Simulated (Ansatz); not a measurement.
NiI₂ (the lowest singlet isomer of a short search) was relaxed with r2SCAN-D4 (def2-TZVP) in Ansatz in these states: neutral quintet, neutral triplet. The geometries follow in no particular order.

In the def2 sets I takes a core potential; there is no spin–orbit coupling.

A:

```xyz
3

Ni   -0.9054    0.7521    0.8089
I     1.6948    0.2682    0.3868
I    -0.7894   -1.0203   -1.1958
```

B:

```csv
atom,x (Å),y (Å),z (Å)
Ni1,-0.0021,0.0011,0.0001
I2,-1.0626,-2.0751,0.4959
I3,1.0648,2.0740,-0.4961
```

**Question.** Judge from the bond lengths which geometry belongs to which state (an estimate).

**Answer.** A is the neutral quintet (Ni1–I3 2.678 Å, Ni1–I2 2.678 Å); B is the neutral triplet (Ni1–I3 2.384 Å, Ni1–I2 2.384 Å).

At PBE0-D4/def2-TZVP a triplet lies 2.77 eV below the neutral quintet. In the quintet, I2 and I3 lie 3.21 Å apart (atoms count from 1), so these atoms are partly bonded to each other. These are the stationary points nearest to one start from a short search; other shapes may lie lower in each state.
